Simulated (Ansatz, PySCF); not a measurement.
Gas-phase reaction in SMILES: B[O] -> [BH]O
Geometries: B3LYP-D3(BJ)/def2-TZVP minima from Ansatz (a quantum-chemistry and plane-wave program), one conformer each, not searched for the lowest.

Wanted: isomerisation energy (electronic energy difference), in kcal/mol. Correlated levels leave the core frozen unless marked. Open shells are spin-unrestricted. No spin-orbit coupling. Non-relativistic. Basis-set limits of correlation are two-point, X^-3; Hartree-Fock from the larger set.

Level to compare with: CCSD(T)/CBS(aug-cc-pVTZ,aug-cc-pVQZ) (Ansatz), 1.6 kcal/mol. It is a level with limits of its own, and the differences hold the functionals' basis error too.

Question: Rank these functionals by how close they come to CCSD(T)/CBS(aug-cc-pVTZ,aug-cc-pVQZ), closest first: BP86/def2-TZVPD (PySCF); TPSS/def2-TZVPD (PySCF); wB97M-V/def2-TZVPD (Ansatz).

Answer: wB97M-V/def2-TZVPD (range-separated hybrid meta-GGA with VV10, 5.4 kcal/mol, difference 3.8), BP86/def2-TZVPD (GGA, 7.4 kcal/mol, difference 5.8), TPSS/def2-TZVPD (meta-GGA, 9.3 kcal/mol, difference 7.7)
